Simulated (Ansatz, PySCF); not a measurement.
System: SiPH$_{4}$, net charge 0, doublet state. SMILES: [SiH2]P
Structure (B3LYP-D3(BJ)/def2-TZVP (Ansatz, a program for electronic structure) minimum search):
```
Si
H 1 1.4892
H 1 1.4892 2 108.42
P 1 2.2575 2 108.18 3 -117.10
H 4 1.4177 1 96.32 2 -73.60
H 4 1.4177 5 94.78 1 96.92
```
Charge 0, spin multiplicity 2.

B3LYP/6-311+G** beside other levels, property by property. Terms: 6-311+G** with 5d, 6d on Na to Ar in Ansatz; no dispersion term unless named; each state is the SCF solution reached for its charge and spin; no spin-orbit coupling; atomisation electronic, to ground-state atoms; UHF or UKS for open shells; six Cartesian d functions in 6-31G* and its kin unless marked 5d; valence correlation only; non-relativistic. CBS(X,Y): correlation extrapolated as X^-3; Hartree-Fock from the larger set. The bracket is a focal-point correction in the basis named. First-principles rows: single points at B3LYP-D3(BJ) geometries (Ansatz), with unscaled harmonic terms from B3LYP/6-31G* (Ansatz) at its own minima, enthalpies of formation by atomisation with measured atoms. Anions need diffuse functions, which STO-3G, LANL2DZ, def2-SVP, cc-pVDZ and Pople sets without + lack.

Coupled cluster (Ansatz) is a level with limits of its own, used here on species with T1 under 0.025 (0.045 for open shells) and stable references: RI-MP2/CBS(aug-cc-pV(T+d)Z,aug-cc-pV(Q+d)Z)+[CCSD(T)-MP2]/aug-cc-pV(T+d)Z.

```tsv
property	B3LYP/6-311+G** (Ansatz)	B3LYP/STO-3G (Ansatz)	M06-2X/6-31G* (5d) (PySCF)	PBE/def2-TZVPD (Ansatz)	to compare with
vertical electron affinity to the singlet (eV)	1.10	-4.06	0.77	0.97	1.18 coupled cluster
atomisation energy (kcal/mol)	357.8	498.7	358.5	361.8	363.9 coupled cluster
enthalpy of formation at 298 K (kcal/mol)	48.7	-92.2	48.0	44.6	42.5 coupled cluster
```

As the rows show:
- vertical electron affinity to the singlet: B3LYP/6-311+G** lies 0.08 eV below coupled cluster.
- atomisation energy: B3LYP/6-311+G** lies 6.1 kcal/mol below coupled cluster.
- enthalpy of formation at 298 K: B3LYP/6-311+G** lies 6.2 kcal/mol above coupled cluster.

The properties are those with a value to compare with, at most eight drawn at random. No case is left out for the size of its miss. Left out are saddle points of the reference geometry, anions that the best level run finds unbound, excited spin states, species near biochemistry, 298 K rows of species without real B3LYP wavenumbers, cases with under five habitual levels, runs that failed or that the program found above a lower state of the same kind, table entries that another table contradicts, and a share of species set aside by lot.
